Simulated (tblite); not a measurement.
Species: C₆H₉ClN₂Si.
SMILES with atom numbers: `[CH2:1]=[CH:2][CH2:3][Si@H:4]([Cl:5])/[N:6]=[CH:7]\[CH2:8][C:9]#[N:10]` (hydrogens: H11, H12 on C1; H13 on C2; H14, H15 on C3; H16 on Si4; H17 on C7; H18, H19 on C8)

Computed with GFN2-xTB (tblite), gas phase: L-BFGS steps from a force-field or distance-geometry start until the largest atomic force falls under 0.01 eV/Å.

The end geometry, which sets the zero of energy:
```
atom  x, y, z in Å
C1     -3.4176   -1.0492   -1.1901
C2     -2.9041   -0.1946   -0.3243
C3     -1.5711    0.4548   -0.4588
Si4    -0.3536   -0.1921    0.8565
Cl5    -1.1530   -0.1080    2.7061
N6      0.8808    1.0018    0.9141
C7      2.1156    1.0892    0.7854
C8      3.0790   -0.0379    0.4975
C9      3.7129    0.1861   -0.7769
N10     4.2010    0.3761   -1.7923
H11    -2.8934   -1.3274   -2.0902
H12    -4.3850   -1.4982   -1.0439
H13    -3.4516    0.0651    0.5723
H14    -1.1712    0.2805   -1.4577
H15    -1.6797    1.5335   -0.3299
H16    -0.0063   -1.5940    0.6033
H17     2.5802    2.0719    0.8780
H18     3.8535   -0.0535    1.2705
H19     2.5537   -0.9949    0.4791
```

**Question.** These geometries come from the run, each turned onto the end geometry. Order them by energy, lowest first.
A.
```
atom  x, y, z in Å
C1     -3.5831   -0.9834   -1.1726
C2     -3.0035   -0.3504   -0.1693
C3     -1.8442    0.5736   -0.3069
Si4    -0.2441   -0.1827    0.3861
Cl5    -0.4370   -0.5363    2.3793
N6      0.9144    1.0884    0.1899
C7      2.1461    1.1915    0.3468
C8      3.0995    0.1015    0.7745
C9      4.0293   -0.1748   -0.2898
N10     4.7530   -0.3847   -1.1485
H11    -3.2533   -0.8499   -2.1902
H12    -4.4111   -1.6553   -1.0253
H13    -3.3529   -0.5017    0.8442
H14    -1.6975    0.8375   -1.3539
H15    -2.0540    1.4986    0.2346
H16     0.1009   -1.4613   -0.2336
H17     2.6140    2.1596    0.1598
H18     3.6637    0.4468    1.6459
H19     2.5499   -0.8079    1.0275
```
B.
```
atom  x, y, z in Å
C1     -3.4076   -1.0730   -1.1027
C2     -2.8960   -0.1112   -0.3566
C3     -1.5314    0.4597   -0.5274
Si4    -0.3522   -0.2183    0.8086
Cl5    -1.1892   -0.2204    2.6435
N6      0.8744    0.9744    0.9630
C7      2.1110    1.0666    0.8581
C8      3.0739   -0.0434    0.5101
C9      3.6434    0.2396   -0.7828
N10     4.0780    0.4954   -1.8075
H11    -2.8611   -1.5021   -1.9260
H12    -4.3915   -1.4690   -0.9226
H13    -3.4661    0.2947    0.4686
H14    -1.1421    0.2122   -1.5154
H15    -1.5695    1.5463   -0.4459
H16    -0.0017   -1.6072    0.4903
H17     2.5741    2.0421    1.0118
H18     3.8825   -0.0698    1.2461
H19     2.5613   -1.0074    0.4854
```
C.
```
atom  x, y, z in Å
C1     -3.4938   -1.0753   -1.0857
C2     -2.9741   -0.1974   -0.2484
C3     -1.7205    0.5665   -0.4977
Si4    -0.2886   -0.1670    0.5202
Cl5    -0.8376   -0.4428    2.4481
N6      0.8980    1.0791    0.6128
C7      2.1383    1.1521    0.6943
C8      3.1174    0.0024    0.6739
C9      3.8447    0.0208   -0.5683
N10     4.4068    0.0337   -1.5617
H11    -3.0484   -1.2705   -2.0483
H12    -4.3852   -1.6284   -0.8459
H13    -3.4350   -0.0233    0.7149
H14    -1.4728    0.5362   -1.5583
H15    -1.8698    1.6117   -0.2234
H16     0.1003   -1.4892    0.0215
H17     2.5945    2.1382    0.7854
H18     3.8250    0.1125    1.5007
H19     2.5909   -0.9500    0.7645
```
D.
```
atom  x, y, z in Å
C1     -3.6255   -0.9909   -1.2089
C2     -2.9888   -0.4767   -0.1685
C3     -1.8941    0.5454   -0.2673
Si4    -0.1959   -0.0176    0.3793
Cl5    -0.3033   -0.4611    2.3698
N6      0.9380    1.2933    0.1549
C7      2.1706    1.2350    0.3239
C8      3.0367    0.0520    0.7641
C9      4.0229   -0.2459   -0.2391
N10     4.8152   -0.4778   -1.0593
H11    -3.3894   -0.7094   -2.2303
H12    -4.4305   -1.6999   -1.0825
H13    -3.2877   -0.7791    0.8328
H14    -1.7535    0.8524   -1.3019
H15    -2.1903    1.4327    0.2916
H16     0.3320   -1.1892   -0.3120
H17     2.7455    2.1416    0.1546
H18     3.5416    0.3451    1.7006
H19     2.4467   -0.8407    0.9966
```
E.
```
atom  x, y, z in Å
C1     -3.6236   -0.9914   -1.2173
C2     -2.9892   -0.4737   -0.1704
C3     -1.8647    0.5343   -0.2574
Si4    -0.2073    0.0035    0.3681
Cl5    -0.3029   -0.4642    2.3781
N6      0.8979    1.3038    0.1445
C7      2.1851    1.2179    0.3289
C8      3.0388    0.0514    0.7805
C9      4.0340   -0.2502   -0.2553
N10     4.8205   -0.4784   -1.0645
H11    -3.3894   -0.7060   -2.2369
H12    -4.4412   -1.7084   -1.0787
H13    -3.2964   -0.7863    0.8489
H14    -1.7507    0.8557   -1.3065
H15    -2.1929    1.4389    0.2954
H16     0.3385   -1.1884   -0.3142
H17     2.7506    2.1524    0.1539
H18     3.5362    0.3417    1.7005
H19     2.4469   -0.8433    1.0012
```

**Answer.** B (0.005 eV), C (0.019 eV), A (0.039 eV), D (0.178 eV), E (0.346 eV).

In the order of the answer:

| step | E above end (eV) | largest force (eV/Å) | rms force component (eV/Å) | rms distance from end (Å) | rms bond change (Å) | bond most changed (Å) |
| --- | --- | --- | --- | --- | --- | --- |
| 147 | 0.005 | 0.05 | 0.016 | 0.125 | 0.001 | C3–H15 -0.002 |
| 103 | 0.019 | 0.14 | 0.028 | 0.306 | 0.002 | Si4–Cl5 +0.007 |
| 76 | 0.039 | 0.02 | 0.007 | 0.637 | 0.005 | Si4–Cl5 +0.017 |
| 2 | 0.178 | 2.57 | 0.488 | 0.726 | 0.013 | Si4–N6 +0.029 |
| 0 | 0.346 | 3.60 | 0.716 | 0.728 | 0.026 | N6=C7 +0.059 |

The cost below is that of the whole relaxation. On one thread of an Intel Xeon at 2.50 GHz, on a shared host, this took 7.9 s wall, 6.3 s CPU.
